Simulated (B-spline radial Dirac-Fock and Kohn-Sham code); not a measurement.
K-line shifts caused by a second vacancy in Ti⁺

System: the Ti⁺ ion, [Ar] 3d2 4s1.

The run's input, task.json:

```json
{"items": [{
  "Z": 22,
  "q": 1,
  "cfg": [[1, 0, 2], [2, 0, 2], [2, 1, 6], [3, 0, 2], [3, 1, 6], [3, 2, 2], [4, 0, 1]],
  "A": 48,
  "rrms": 3.5921,
  "do": ["binding", "quiet", "double"]
}]}
```

Launch: `python xray_run.py task.json out`

These are calculated numbers from an atomic code on a B-spline grid; the model is Dirac-Fock energy differences between relaxed states, corrected for Breit and QED terms. Each two-hole energy is an average over J within one jj subconfiguration, not an observable level; in light atoms, where LS coupling holds, the j-resolved values are not observed lines, and for a K spectator the Kα1 hypersatellite is nearly forbidden. Correlation energy is missing from these numbers.

Lines without a spectator: Kα2 (K-L2) 4504.0 eV, Kα1 (K-L3) 4509.6 eV, Kβ3 (K-M2) 4930.9 eV, Kβ1 (K-M3) 4931.6 eV. Shifts in eV with one spectator hole (a dash: not computed, or left out as unreliable):

```
spectator hole     Kα2     Kα1    Kβ3    Kβ1
    L2 (2p1/2)  +19.24  +23.69      –  +57.4
    L3 (2p3/2)  +22.52  +21.41  +56.1      –
    M2 (3p1/2)       –   +1.36  +4.42  +5.66
    M3 (3p3/2)   +1.26       –  +5.47  +5.11
```

**Question.** Where does the K-L3 hypersatellite lie, emitted when both K electrons are missing?

**Answer.** +228.3 eV from the normal line, at 4737.9 eV. Removing both K electrons costs 10274.7 eV, which is 305.5 eV more than twice the K binding energy. In light atoms the observed hypersatellite is the ¹S₀ → ¹P₁ component, which lies below this average, and the triplet component is nearly forbidden.

With n spectator holes in 2p, averaged over the 2p shell (energies in eV):

| n | KαLⁿ | step | hypersatellite KαʰLⁿ |
| --- | --- | --- | --- |
| 0 | 4507.7 | – | 4735.6 |
| 1 | 4529.9 | +22.2 | 4759.1 |
| 2 | 4553.2 | +23.4 | 4783.8 |
| 3 | 4577.8 | +24.6 | 4809.7 |
| 4 | 4603.7 | +25.8 | 4836.8 |
| 5 | 4630.8 | +27.1 | 4865.2 |
